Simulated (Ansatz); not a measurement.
`C#[C][In]([F])[Cl]`, charge 0, multiplicity 1.

Task: Give a relaxed structure at PBE0-D4/def2-TZVP (the Gaussian-basis code of Ansatz). (An estimate is asked.)

Result: The calculation gave: 
Cartesian coordinates in Å:
```
C -1.333 -1.150 -1.045
C -0.562 -0.454 -0.433
In 0.760 0.711 0.610
F 0.404 2.588 0.900
Cl 2.749 0.069 1.555
H -2.017 -1.763 -1.588
```
Point group Cs.
